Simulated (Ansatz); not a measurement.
Species: ZrO$_{2}$ (charge -1, doublet). The spin state was set by rule; other spins were not relaxed. SMILES of the parent species: [O]=[Zr]=[O]
Coordinates optimised at B3LYP-D3(BJ)/def2-TZVP (Ansatz, a program for electronic structure):
```xyz
3

Zr    -0.1128    -0.2072    -0.1793
O      1.3987     0.7381    -0.5087
O     -0.8347     0.2977     1.4052
```
Charge -1, spin multiplicity 2.

Parts of the frozen-core correlation energy in def2-TZVPP (Ansatz, hartree). Frozen orbitals: 6; correlated occupied orbitals by spin: 9 and 8; virtual: 103 and 104. UHF or UKS for open shells. Spin-orbit coupling is left out. Past Kr the def2 sets carry scalar-relativistic core potentials.

| term | value |
|---|---|
| reference (HF) | -196.38857 |
| MP2 opposite-spin | ? |
| MP2 same-spin | -0.17851 |
| CCSD correlation | ? |
| (T) | ? |
| T1 diagnostic | 0.034 |
| largest doubles amplitude | 0.033 |
| <S^2> of the reference | 0.756 |

### Question
What belongs in the gaps?

### Answer

- MP2 opposite-spin, value: -0.45237
- CCSD correlation, value: -0.59573
- (T), value: -0.03755
